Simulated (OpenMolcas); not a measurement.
# Ionisation energies of barium

```json
{"Program": "OpenMolcas", "Basis": "ANO-RCC [12s10p8d4f2g]", "Scalar Hamiltonian": "DKH2, point nucleus", "Spin-orbit coupling": "RASSI with atomic mean-field integrals over the reference wave functions, term energies averaged over their components"}
```

Active shells in each charge state: the valence s, p shells, with orbitals averaged over the low states. Where CASPT2's correlated closed shells are named, they are those of the first ion.

A. CASSCF
B. SS-CASPT2, IPEA 0.25 Eh, imaginary shift 0.1 Eh (closed shells correlated: 5s 5p)
C. SS-CASPT2, IPEA 0.25 Eh, imaginary shift 0.1 Eh (closed shells correlated: 4d 5s 5p)
D. SS-CASPT2, IPEA 0 Eh, imaginary shift 0.1 Eh (closed shells correlated: 5s 5p)
E. SS-CASPT2, IPEA 0.25 Eh, imaginary shift 0.1 Eh (closed shells correlated: none)

Energies in eV between the lowest computed levels, named as in B; reference values from the NIST Atomic Spectra Database with their kind.

```csv
From,To,A,B,C,D,E,Spin-orbit share in B,Reference
Ba 6s² ¹S₀,Ba+ 6s ²S_1/2,4.867,5.084,5.099,5.079,4.906,+0.000,5.212 (measured)
Ba+ 6s ²S_1/2,Ba2+ 5p⁶ ¹S₀,9.360,9.909,9.956,9.957,9.360,+0.000,10.004 (measured)
```

Error against the reference values, in %:

| From | Reference | A | B | C | D | E |
| --- | --- | --- | --- | --- | --- | --- |
| Ba | measured | -6.6 | -2.5 | -2.2 | -2.6 | -5.9 |
| Ba+ | measured | -6.4 | -0.9 | -0.5 | -0.5 | -6.4 |

Mean absolute error over the 2 measured values: A 0.49 eV, B 0.11 eV, C 0.08 eV, D 0.09 eV, E 0.47 eV.
